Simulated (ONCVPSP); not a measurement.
## Transferability test, ONCV potential for Cd

```
Element                 : Cd
Generator               : ONCVPSP 4.0.1
Type                    : optimised norm-conserving Vanderbilt (ONCV)
Functional              : PBE
Relativity              : scalar-relativistic
Frozen core             : [Ar] 3d10
Valence charge          : 20
Reference configuration : 4s2 4p6 4d10 5s2
Partial waves           : 4s+5s: rc 1.60 bohr, ncon 3, nbas 6, qcut 7.4 1/bohr, 2 projectors; 4p: rc 1.50 bohr, ncon 3, nbas 6, qcut 7.4 1/bohr, 2 projectors, debl 1.3 Ha; 4d: rc 1.35 bohr, ncon 4, nbas 9, qcut 9.3 1/bohr, 2 projectors, debl 2.3 Ha
Local potential         : polynomial inside 0.90 bohr (lpopt 5, dvloc0 0 Ha)
Core correction         : Teter function, fcfact 3.5, rcfact 1.15
```

In the p channel the program set the typed energies aside and used -2.461, 0.250 Ha.

Energies are relative to the spin-unpolarised reference configuration 4s2 4p6 4d10 5s2; without spin polarisation the order of configurations can differ from experiment.

```
valence configuration  charge  ΔE all-electron (eV)  error AE − PS (meV)
     4s2 4p6 4d10 5s1      +1                 9.273                 -2.2
     4s2 4p6 4d10 5s0      +2                26.399                 -9.4
      4s2 4p6 4d9 5s0      +3                64.408                  -13
 4s2 4p6 4d10 5s0 5p2       0                 9.671                 -4.4
```

Levels in the configuration 4s2 4p6 4d10 5s1:

```
level  all-electron (eV)  pseudo (eV)
   4s           -114.755     -114.782
   4p            -75.820      -75.829
   4d            -20.510      -20.509
   5s            -13.058      -13.060
```

Note: no bound ghost flagged; GHOST(+) flagged for s at 98.0 eV.
